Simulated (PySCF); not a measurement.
CH11NOSi3, SMILES N[SiH2]OC([SiH3])[SiH3].

Geometry: PBE0-D3(BJ)/def2-SVP. This is a generated structure with no PubChem entry under its InChIKey; it may be hypothetical. One conformer was computed; it need not be the lowest.

Two levels are set side by side: PBE/def2-TZVP (PySCF) and HF/def2-TZVP (PySCF). Same geometry, gas phase. Differences are taken from unrounded values.

```json
[
 {"quantity": "orbital gap (eV)", "PBE": "5.33"},
 {"quantity": "highest occupied level (eV)", "PBE": "-5.96"},
 {"quantity": "lowest empty level (eV)", "PBE": "-0.62"},
 {"quantity": "dipole moment (D)", "PBE": "1.11"}
]
```

### Question
These are the PBE values. What does HF give? (Estimate from the structure and the level; the computed values follow.)

### Answer

```
quantity                         HF  PBE minus HF
---------------------------  ------  ------------
orbital gap (eV)              13.55         -8.21
highest occupied level (eV)  -10.54          4.58
lowest empty level (eV)        3.01         -3.63
dipole moment (D)              0.67          0.44
```

Without exact exchange PBE keeps part of each electron's self-repulsion, which lifts occupied levels and narrows the gap. Differences between two approximate levels are no errors against the true value.

Rough cost on one machine, each run with all the roots and properties that it gave: HF against PBE about 1/8.
